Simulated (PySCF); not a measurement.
Excitation energy of Si(2+) by level of theory

Si(2+) [Ne] 3s2 (1S) → Si(2+) [Ne] 3p2 (3P), as a difference of total energies. All numbers are calculated (PySCF 2.14, scalar relativity by spin-free X2C-1e, in dyall-acv3z (19s12p6d4f, 113 functions)). Correlated levels: valence: [Ne] frozen; virtual orbitals above 40 to 60 times the deepest correlated orbital energy dropped. The calculations carry no spin-orbit coupling.

| method | excitation energy (eV) |
| --- | --- |
| UHF | 15.050 |
| MP2 (valence) | 15.755 |
| SCS-MP2 (valence) | 16.058 |
| CCSD (valence) | 15.998 |

Q: How much does correlation contribute at MP2 (valence)?

A: 15.755 − (15.050) = 0.705 eV, measured against UHF.

A first-order spin-orbit estimate (lowest level to lowest level, LS coupling) adds -0.027 eV.

With two correlated electrons CCSD is exact in that space.
